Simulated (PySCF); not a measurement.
## Levels of Ir(48+) from EOM-EA-GCCSD

Reference: closed-shell Ir(49+), [Ar] 3d10; one electron is added. Calculated with PySCF 2.14, two-component X2C-1e with screened spin-orbit coupling, an even-tempered Gaussian basis (18 s from 4.4 bohr⁻², ratio 2.6; 15 p from 5.7 bohr⁻², ratio 2.6; 10 d from 5.7 bohr⁻², ratio 2.6; 5 f from 5.8 bohr⁻², ratio 2.8); frozen [Ar]; the 98 highest virtual spinors dropped; of the others 70 kept and the rest restored at second order. No Breit or QED terms. Binding energies in eV.

| level | Koopmans |
| --- | --- |
| 4s1/2 | 2718.8 |
| 4p1/2 | 2613.1 |
| 4p3/2 | 2483.7 |

**Question.** How does correlation move these levels?

**Answer.** 4s1/2: second order 2720.3, EOM-CCSD 2720.3; 4p1/2: second order 2614.6, EOM-CCSD 2614.5; 4p3/2: second order 2485.0, EOM-CCSD 2485.0.

For comparison, the ionisation energy of Ir(48+) is 2720.4 ± 1.4 eV (semi-empirical (NIST evaluation); NIST Atomic Spectra Database, ionization energies).
